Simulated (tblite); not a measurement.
Compound: C6H16N2P (charge -1).
Bonds: C1–C2, C2–N3, N3–C4, N3–P5, P5–C6, C6–N7, N7–C8, N7–C9. Hydrogens: H10, H11, H12 on C1; H13, H14 on C2; H15, H16, H17 on C4; H18, H19 on C6; H20, H21, H22 on C8; H23, H24, H25 on C9.

Computed with GFN2-xTB (tblite), gas phase: L-BFGS steps from a force-field or distance-geometry start until the largest atomic force falls under 0.01 eV/Å.

At the end of the run (lengths in Å): P5–C6 1.887, N3–P5 1.782, C4–H16 1.088, C8–H22 1.090, C6–H18 1.093, C1–H11 1.090, C1–C2 1.519, N3–P5–C6 96.1°, P5–C6–N7 118.8°, C2–N3–C4 109.4°, C6–N7–C8 110.1°, C1–C2–N3–C4 -173°, C2–N3–P5–C6 -105°, N3–P5–C6–N7 -103°, H15–C4–N3–C2 67°, H23–C9–N7–C6 -62°.

Question: These geometries were met on the way; a selection of coordinates is given. Order them by energy above the end point, lowest first.
A. P5–C6 1.901, N3–P5 1.774, C4–H16 1.086, C8–H22 1.089, C6–H18 1.091, C1–H11 1.090, C1–C2 1.520, N3–P5–C6 94.6°, P5–C6–N7 117.5°, C2–N3–C4 111.2°, C6–N7–C8 111.0°, C1–C2–N3–C4 -166°, C2–N3–P5–C6 -123°, N3–P5–C6–N7 -139°, H15–C4–N3–C2 90°, H23–C9–N7–C6 -65°
B. P5–C6 1.917, N3–P5 1.764, C4–H16 1.090, C8–H22 1.088, C6–H18 1.096, C1–H11 1.091, C1–C2 1.520, N3–P5–C6 92.1°, P5–C6–N7 120.9°, C2–N3–C4 114.5°, C6–N7–C8 111.6°, C1–C2–N3–C4 -161°, C2–N3–P5–C6 -126°, N3–P5–C6–N7 -142°, H15–C4–N3–C2 100°, H23–C9–N7–C6 -58°
C. P5–C6 1.901, N3–P5 1.773, C4–H16 1.097, C8–H22 1.092, C6–H18 1.098, C1–H11 1.092, C1–C2 1.518, N3–P5–C6 92.0°, P5–C6–N7 117.2°, C2–N3–C4 110.9°, C6–N7–C8 112.6°, C1–C2–N3–C4 -168°, C2–N3–P5–C6 -135°, N3–P5–C6–N7 -142°, H15–C4–N3–C2 115°, H23–C9–N7–C6 -28°
D. P5–C6 1.905, N3–P5 1.805, C4–H16 1.087, C8–H22 1.082, C6–H18 1.089, C1–H11 1.079, C1–C2 1.524, N3–P5–C6 98.8°, P5–C6–N7 111.4°, C2–N3–C4 111.9°, C6–N7–C8 112.3°, C1–C2–N3–C4 180°, C2–N3–P5–C6 -139°, N3–P5–C6–N7 -143°, H15–C4–N3–C2 129°, H23–C9–N7–C6 -10°
E. P5–C6 1.818, N3–P5 1.734, C4–H16 1.126, C8–H22 1.127, C6–H18 1.126, C1–H11 1.122, C1–C2 1.489, N3–P5–C6 106.3°, P5–C6–N7 113.6°, C2–N3–C4 113.0°, C6–N7–C8 114.7°, C1–C2–N3–C4 180°, C2–N3–P5–C6 -136°, N3–P5–C6–N7 -139°, H15–C4–N3–C2 130°, H23–C9–N7–C6 -8°

Answer: A (0.132 eV), B (0.217 eV), C (0.356 eV), D (0.579 eV), E (1.032 eV).

```json
{"step": "53", "E above end (eV)": "0.132", "rms distance from the end, all atoms (Å)": "0.778", "largest force (eV/Å)": "0.185", "rms shift of all bonds from the end (Å)": "0.004"}
{"step": "41", "E above end (eV)": "0.217", "rms distance from the end, all atoms (Å)": "0.823", "largest force (eV/Å)": "0.211", "rms shift of all bonds from the end (Å)": "0.008"}
{"step": "23", "E above end (eV)": "0.356", "rms distance from the end, all atoms (Å)": "0.903", "largest force (eV/Å)": "0.219", "rms shift of all bonds from the end (Å)": "0.006"}
{"step": "3", "E above end (eV)": "0.579", "rms distance from the end, all atoms (Å)": "0.960", "largest force (eV/Å)": "0.651", "rms shift of all bonds from the end (Å)": "0.009"}
{"step": "0", "E above end (eV)": "1.032", "rms distance from the end, all atoms (Å)": "0.964", "largest force (eV/Å)": "2.691", "rms shift of all bonds from the end (Å)": "0.026"}
```

Rows stand in the order of the answer.
